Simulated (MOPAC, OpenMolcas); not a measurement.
## A ladder of methods for BGeNH6 (SMILES B[NH][GeH3])

BGeNH6: 9 atoms, total charge 0, spin state singlet. As SMILES, `B[NH][GeH3]`. The coordinates come from a PBE0-D4/def2-TZVP relaxation.

```csv
atom,x (Å),y (Å),z (Å)
B,-0.8740,0.6295,-1.1629
N,-0.0233,0.6871,-0.0627
Ge,0.6652,-0.7614,0.8666
H,-1.2179,-0.4407,-1.5810
H,-1.2491,1.6470,-1.6748
H,0.2539,1.5984,0.2725
H,2.2016,-0.7148,0.8049
H,0.1149,-2.0152,0.1846
H,0.2173,-0.6760,2.3357
```

Quantity: the HOMO–LUMO gap, in eV. The values are calculated.

```json
{"level": "PM6", "kind": "semi-empirical", "program": "MOPAC", "value (eV)": "10.70", "CPU time": "under 2 s"}
{"level": "HF/6-31G* (spherical functions)", "kind": "Hartree–Fock", "program": "OpenMolcas", "value (eV)": "14.72", "CPU time": "12 s"}
{"level": "SVWN5/6-31G* (spherical functions)", "kind": "LDA", "program": "OpenMolcas", "value (eV)": "6.33", "CPU time": "31 s"}
{"level": "BLYP/6-31G* (spherical functions)", "kind": "GGA", "program": "OpenMolcas", "value (eV)": "6.44", "CPU time": "43 s"}
{"level": "PBE/6-31G* (spherical functions)", "kind": "GGA", "program": "OpenMolcas", "value (eV)": "6.44", "CPU time": "43 s"}
{"level": "TPSS/6-31G* (spherical functions)", "kind": "meta-GGA", "program": "OpenMolcas", "value (eV)": "6.74", "CPU time": "54 s"}
{"level": "r2SCAN/6-31G* (spherical functions)", "kind": "meta-GGA", "program": "OpenMolcas", "value (eV)": "7.07", "CPU time": "48 s"}
{"level": "PBE0/6-31G* (spherical functions)", "kind": "global hybrid", "program": "OpenMolcas", "value (eV)": "8.70", "CPU time": "37 s"}
{"level": "B2PLYP/6-31G* (spherical functions)", "kind": "double hybrid", "program": "OpenMolcas", "value (eV)": "10.89", "CPU time": "26 s"}
```

All-electron rows without a relativistic Hamiltonian named are non-relativistic. The values span 6.33 to 14.72 eV. Orbital gaps aren't excitation energies, and those of double hybrids come from the SCF part alone; they tend to grow with the share of exact exchange. CPU times are rough (shared hosts, several kinds of processor and program).
